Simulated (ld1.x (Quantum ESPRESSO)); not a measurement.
# Logarithmic derivatives: F (Z = 9), TM semilocal

- Element: F
- Generator: ld1.x (Quantum ESPRESSO) 7.5
- Type: norm-conserving Troullier–Martins (semilocal form)
- Functional: PBE
- Relativity: scalar-relativistic
- Frozen core: [He]
- Valence charge: 7
- Reference configuration: 2s2 2p4 (charge +1)
- Partial waves: 2p (bound): rc 1.60 bohr; 2s (bound): rc 0.60 bohr
- Local potential: the s channel
- Core correction: Bessel-smoothed model core inside 0.45 bohr

The phase is arctan(r·u′/u) with u = r·R(r), unwrapped; energies in Ry, scanned from -5 to 5 Ry. A pole is an energy at which the radial function vanishes at the test radius. The pseudo phase is shifted by a multiple of π to meet the all-electron one at the reference energy, and phase errors are pseudo minus all-electron; the curves can meet again beyond the range given. Levels narrower than the energy grid can be missing from the lists of poles.

**Question.** For each channel, where are the poles, and over which energies does the pseudopotential scatter like the atom?

**Answer.**

```tsv
channel	radius (bohr)	reference energy (Ry)	poles, all-electron	poles, pseudo	unbroken range about the reference energy with phases within 0.05 rad	phase error 1 Ry above the reference energy (rad)
s	1.75	-3.48	-2.92	-2.92	the whole range	-0.000
p	1.75	-2.08	-1.49	-1.46	below 0.4	+0.014
```

Phases in the s channel:

```json
{"E (Ry)": "-5.00", "all-electron": "1.139", "pseudo": "1.139"}
{"E (Ry)": "-4.74", "all-electron": "1.078", "pseudo": "1.078"}
{"E (Ry)": "-4.48", "all-electron": "0.976", "pseudo": "0.976"}
{"E (Ry)": "-4.22", "all-electron": "0.775", "pseudo": "0.774"}
{"E (Ry)": "-3.96", "all-electron": "0.271", "pseudo": "0.270"}
{"E (Ry)": "-3.70", "all-electron": "-0.689", "pseudo": "-0.689"}
{"E (Ry)": "-3.44", "all-electron": "-1.241", "pseudo": "-1.241"}
{"E (Ry)": "-3.18", "all-electron": "-1.460", "pseudo": "-1.460"}
{"E (Ry)": "-2.92", "all-electron": "-1.570", "pseudo": "-1.570"}
{"E (Ry)": "-2.66", "all-electron": "-1.638", "pseudo": "-1.638"}
{"E (Ry)": "-2.40", "all-electron": "-1.686", "pseudo": "-1.686"}
{"E (Ry)": "-2.14", "all-electron": "-1.723", "pseudo": "-1.723"}
{"E (Ry)": "-1.88", "all-electron": "-1.754", "pseudo": "-1.754"}
{"E (Ry)": "-1.62", "all-electron": "-1.782", "pseudo": "-1.782"}
{"E (Ry)": "-1.36", "all-electron": "-1.808", "pseudo": "-1.808"}
{"E (Ry)": "-1.10", "all-electron": "-1.834", "pseudo": "-1.834"}
{"E (Ry)": "-0.84", "all-electron": "-1.860", "pseudo": "-1.861"}
{"E (Ry)": "-0.58", "all-electron": "-1.887", "pseudo": "-1.888"}
{"E (Ry)": "-0.32", "all-electron": "-1.917", "pseudo": "-1.918"}
{"E (Ry)": "-0.06", "all-electron": "-1.950", "pseudo": "-1.951"}
{"E (Ry)": "0.20", "all-electron": "-1.987", "pseudo": "-1.988"}
{"E (Ry)": "0.46", "all-electron": "-2.030", "pseudo": "-2.032"}
{"E (Ry)": "0.72", "all-electron": "-2.081", "pseudo": "-2.083"}
{"E (Ry)": "0.98", "all-electron": "-2.142", "pseudo": "-2.146"}
{"E (Ry)": "1.24", "all-electron": "-2.218", "pseudo": "-2.223"}
{"E (Ry)": "1.50", "all-electron": "-2.314", "pseudo": "-2.322"}
{"E (Ry)": "1.76", "all-electron": "-2.438", "pseudo": "-2.449"}
{"E (Ry)": "2.02", "all-electron": "-2.599", "pseudo": "-2.614"}
{"E (Ry)": "2.28", "all-electron": "-2.804", "pseudo": "-2.825"}
{"E (Ry)": "2.54", "all-electron": "-3.053", "pseudo": "-3.078"}
{"E (Ry)": "2.80", "all-electron": "-3.323", "pseudo": "-3.350"}
{"E (Ry)": "3.06", "all-electron": "-3.579", "pseudo": "-3.606"}
{"E (Ry)": "3.32", "all-electron": "-3.797", "pseudo": "-3.820"}
{"E (Ry)": "3.58", "all-electron": "-3.968", "pseudo": "-3.987"}
{"E (Ry)": "3.84", "all-electron": "-4.100", "pseudo": "-4.116"}
{"E (Ry)": "4.10", "all-electron": "-4.202", "pseudo": "-4.215"}
{"E (Ry)": "4.36", "all-electron": "-4.281", "pseudo": "-4.293"}
{"E (Ry)": "4.62", "all-electron": "-4.344", "pseudo": "-4.354"}
{"E (Ry)": "4.88", "all-electron": "-4.396", "pseudo": "-4.405"}
```
